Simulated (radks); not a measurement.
Q: Valence configurations of the oxygen ion O3+ (all share [He]). Calculated with a radial shooting solver on a logarithmic mesh with Libxc functionals: scalar-relativistic Kohn-Sham, PBE, spin-polarised, spherical densities, point nucleus; open shells are filled with parallel spins first. Order these by energy: 2s1.5 2p1.5; 2s1 2p2; 2s2 2p1; 2p3; 2s0.5 2p2.5.

A: From the lowest, in eV above it: 2s2 2p1 0.000; 2s1.5 2p1.5 4.993; 2s1 2p2 8.127; 2s0.5 2p2.5 15.437; 2p3 22.741. NIST lists [He] 2s2 2p1 as the ground configuration; this level of theory agrees among the configurations tried. The energies are those of spherical high-spin densities, not of single terms.
